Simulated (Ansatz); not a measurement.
Gas-phase electronic energies from Ansatz, PBE0-D4/def2-TZVP geometries. CBS: MP2 limit from def2 TZ/QZ plus the TZ coupled-cluster correction, frozen cores. This one scheme is used for every species. DFT in def2-TZVPP. One conformer a species, not always the lowest.

Consider the ligand exchange at the Si–S bond: `C[SiH](S)CCl` + HCl → `C[SiH](Cl)CCl` + H₂S.

```
             level  ΔE (kcal/mol)  difference from CCSD(T)/CBS
           PBE0-D4           -9.7                          0.6
            r2SCAN          -10.6                         -0.3
              PBE0          -10.2                          0.1
     HF/def2-TZVPP          -13.4                         -3.1
    MP2/def2-TZVPP          -10.2                          0.1
SCS-MP2/def2-TZVPP          -10.8                         -0.5
CCSD(T)/def2-TZVPP          -10.2                          0.1
SCS-MP2/def2-QZVPP          -10.9                         -0.6
      HF/CBS(def2)          -13.6                         -3.3
     MP2/CBS(def2)          -10.2                          0.1
       CCSD(T)/CBS          -10.3                            0
```

Largest T1 diagnostic among the species: 0.010.

The D4 term adds +1.0 kcal/mol with B3LYP and +0.5 kcal/mol with PBE0; it sums over pairs of atoms, weighted by their polarisabilities, and B3LYP, whose exchange is more repulsive, gets the larger term. In def2-TZVPP, CCSD(T) changes the Hartree–Fock value by +3.2 kcal/mol (the triples alone add +0.5 kcal/mol) and MP2 by +3.3 kcal/mol.

B3LYP here is the variant with VWN-RPA as its local correlation; programs differ in this.
